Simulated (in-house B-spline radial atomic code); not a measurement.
# Binding energies in Ce⁵⁺

NIST's tabulated ground configuration is [Kr] 4d10 5s2 5p5; each binding energy is the energy of the ion with one electron taken from that subshell, relaxed, less that of the parent. Method: Dirac-Hartree-Fock, average of configuration, Fermi nucleus of rms radius 4.8771 fm. Calculated with a radial B-spline atomic code at the basis-set limit. Energies include first-order Breit, QED and recoil terms.

| subshell | X-ray name | binding energy (eV) | -ε (eV) | relaxation (eV) |
| --- | --- | --- | --- | --- |
| 1s | K | 40514.9 | 40739.0 | 68.0 |
| 2s | L1 | 6630 | 6682.5 | 35.3 |
| 3s | M1 | 1516.9 | 1534.5 | 14.5 |
| 3d3/2 | M4 | 978.5 | 995.7 | 16.4 |
| 3d5/2 | M5 | 960.2 | 976.6 | 16.1 |
| 4s | N1 | 373.4 | 378.5 | 4.5 |
| 4d3/2 | N4 | 184.2 | 188.0 | 3.8 |
| 4d5/2 | N5 | 180.8 | 184.5 | 3.7 |
| 5s | O1 | 101.7 | 102.4 | 0.6 |
| 5p | O2,3 | 79.05 | 79.58 | 0.48 |

Relaxation = -ε minus the binding energy without Breit, QED and recoil terms.

Q: What does it cost to remove both a 3d5/2 and a 5p electron?

A: 1056.6 eV, which is 17.4 eV more than the two single binding energies together.

Q: What does it cost to remove both a 3d3/2 and a 5s electron?

A: 1099.1 eV, which is 18.87 eV more than the two single binding energies together.

Q: What does it cost to remove two 5p electrons?

A: 171.97 eV, which is 13.86 eV more than the two single binding energies together.
